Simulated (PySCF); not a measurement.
Molecule: C6H14, net charge 0, singlet state. SMILES: CCC(C)CC
Structure (B3LYP-D3(BJ)/def2-TZVP (Ansatz) minimum search):
```xyz
20

C      2.5388     0.0853    -0.5139
C      1.1010     0.4969    -0.8210
C      0.0332    -0.1998     0.0331
C      0.1805     0.1423     1.5166
C     -1.3673     0.1411    -0.4938
C     -2.5061    -0.6419     0.1547
H      2.8412     0.3744     0.4936
H      3.2360     0.5543    -1.2106
H      2.6624    -0.9974    -0.5997
H      0.9961     1.5813    -0.7011
H      0.8905     0.2870    -1.8741
H      0.1742    -1.2830    -0.0808
H      1.1646    -0.1313     1.8975
H     -0.5578    -0.3796     2.1258
H      0.0468     1.2165     1.6763
H     -1.3829    -0.0407    -1.5728
H     -1.5406     1.2156    -0.3649
H     -2.3419    -1.7188     0.0635
H     -2.6093    -0.4113     1.2159
H     -3.4600    -0.4109    -0.3231
```

Dispersion corrections to the total energy (kcal/mol) from the dftd3 and dftd4 libraries through PySCF: D3(BJ) without and D4 with the three-body term, each with the damping fitted for the functional named.

```tsv
functional	D3(BJ)	D4
B2PLYP	-7.40	-6.49
TPSS	-12.47	-12.46
HSE06	-6.26	[?]
B2GP-PLYP	-5.08	[?]
CAM-B3LYP	-7.41	-7.75
revPBE	-25.74	-31.44
BHLYP	-12.42	[?]
```

Task: What belongs in the gaps?

Result: 
- HSE06, D4: -7.18
- B2GP-PLYP, D4: -3.91
- BHLYP, D4: -9.89
